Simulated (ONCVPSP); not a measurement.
**Building the ONCV potential for iron (PBE, scalar-relativistic).**

```
Element                 : iron (Fe)
Generator               : ONCVPSP 4.0.1
Type                    : optimised norm-conserving Vanderbilt (ONCV)
Functional              : PBE
Relativity              : scalar-relativistic
Frozen core             : [Ne]
Valence charge          : 16
Reference configuration : 3s2 3p6 3d7 4s1
Partial waves           : 3s+4s: rc 1.30 bohr, ncon 3, nbas 6, qcut 11.8 1/bohr, 2 projectors; 3p: rc 0.95 bohr, ncon 4, nbas 8, qcut 8.4 1/bohr, 3 projectors, debl 1.1 Ha; 3d: rc 1.40 bohr, ncon 3, nbas 7, qcut 11 1/bohr, 1 projector
Local potential         : polynomial inside 0.75 bohr (lpopt 5, dvloc0 0 Ha)
Core correction         : polynomial model core, fcfact 0.4
```

In the p channel the program set the typed energies aside and used -2.045, 0.250, 1.350 Ha.

- Cutoffs needed: 46 Ha and 75 Ha (the cutoffs (Ha) at which the residual kinetic energy of the hardest occupied pseudo-wave falls to 1 and 0.1 mHa per electron)
- Ghost test: no bound ghost flagged; no localised positive-energy state flagged
- Largest excitation error: -7.8 meV (all-electron minus pseudo) for 3s2 3p6 3d6 4s0, out of 4 test configurations
- rms error of d²Exc/dni dnj: 1.45 mHa without and 1.25 mHa with the model core
